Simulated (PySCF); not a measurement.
# Dipole response of Mn (manganese, neutral)

[Ar] 3d5 4s2, high-spin 6S determinant. Calculation: PySCF 2.14, in aug-cc-pVQZ (9s8p6d4f3g2h, 140 functions); no relativity, point nucleus. Coupled (time-dependent) response in atomic units; α is the mean over directions.

```csv
method,mean α (bohr³),C₆ (like pair),S(−4)
UHF,106.2,1057,16600
```

S(−4) is the Cauchy moment in α(ω) = α(0) + S(−4) ω² + …

Reference α: 68 ± 9 bohr³ (recommended; Schwerdtfeger and Nagle, table of static dipole polarizabilities (2023 update)). Published C₆: 552.0 (Chu and Dalgarno (2004); Tang, Norbeck and Certain (1976)).

Hartree-Fock lies above the reference because it lacks correlation, which contracts the outer shell.

α(iu) at UHF:

```csv
u (hartree),α(iu) (bohr³)
0,106.2
0.0500,85.40
0.100,62.71
0.200,33.33
0.300,19.87
0.500,9.717
0.750,5.536
1.00,3.772
1.50,2.231
2.00,1.531
3.00,0.8757
5.00,0.4072
```

A single London oscillator, α(iu) = α/(1 + u²/ω²), gives C₆ = (3/4) ω α². Matching the computed C₆ needs ω = 4 × 1057 / (3 × 106.2²) = 0.125 hartree.
